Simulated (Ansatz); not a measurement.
Relaxation of C$_{2}$H$_{8}$N$_{2}$Si (13 atoms, charge 0, multiplicity 1), to a largest force component of 0.02 eV/Å in at most 50 steps.

These are results of RKS PBE/STO-3G in Ansatz 0.2.0, not measurements.

```xyz
13
Properties=species:S:1:pos:R:3:forces:R:3
N -0.403 1.934 0.313 0.69 5.77 -1.29
Si -0.733 0.433 -0.289 -1.29 -2.03 -1.95
C 0.653 -0.534 -0.991 2.54 0.75 -0.01
C 0.594 -1.442 0.270 -2.82 -0.08 -0.74
N -0.191 -0.433 1.052 -1.90 -3.53 4.28
H -0.745 2.686 -0.385 0.62 -0.13 0.64
H -1.030 2.125 1.110 -0.70 0.06 1.14
H -2.098 0.124 -0.572 -1.00 -0.22 -0.80
H 0.539 -1.026 -1.891 -0.10 -1.61 -3.19
H 1.639 0.008 -0.987 -0.81 -0.13 -0.18
H -0.087 -2.359 0.113 0.88 0.88 0.00
H 1.485 -1.778 0.735 2.05 -0.53 0.69
H 0.398 0.229 1.536 1.84 0.82 1.41
```

**Question.** Where does it end, and by what steps?

**Answer.** It converged. Limits of this set-up: minimal basis. After 25 steps the energy has fallen by 2.050 eV; H7 moved furthest, 1.52 Å.

```
step  energy less start (eV)  largest force component (eV/Å)  accepted
   0                  0.0000                           5.766       yes
   1                 -1.4168                           2.205       yes
   2                 -1.7386                           0.748       yes
   3                 -1.7777                           0.549       yes
   4                 -1.8153                           0.344       yes
   5                 -1.8204                           0.139       yes
   6                 -1.8238                           0.128       yes
   7                 -1.8290                           0.203       yes
   8                 -1.8376                           0.268       yes
   9                 -1.8007                           1.340        no
  10                 -1.8489                           0.271       yes
  11                 -1.8619                           0.297       yes
  12                 -1.8802                           0.680       yes
  13                 -1.9191                           0.474       yes
  14                 -1.9239                           0.960       yes
  15                 -1.9817                           0.887       yes
  16                 -2.0213                           0.392       yes
  17                 -1.9604                           1.190        no
  18                 -2.0400                           0.171       yes
  19                 -2.0447                           0.336       yes
  20                 -2.0475                           0.121       yes
  21                 -2.0487                           0.199       yes
  22                 -2.0500                           0.047       yes
  23                 -2.0501                           0.023       yes
  24                 -2.0501                           0.032        no
  25                 -2.0502                           0.008       yes
```

```xyz
13
Properties=species:S:1:pos:R:3
N -0.417 2.138 -0.064
Si -0.836 0.429 -0.324
C 0.598 -0.575 -1.030
C 0.688 -1.301 0.368
N -0.682 -0.875 0.936
H -1.208 2.646 0.423
H 0.399 2.238 0.604
H -2.152 0.460 -0.956
H 0.336 -1.267 -1.849
H 1.517 -0.029 -1.305
H 0.775 -2.412 0.306
H 1.559 -0.932 0.960
H -0.557 -0.555 1.946
```

Whether the end is a true minimum wasn't checked by a vibrational analysis.

The run took 2.7 min on 1 thread of AMD EPYC (Zen 3) (shared host), peak memory 0.14 GiB.
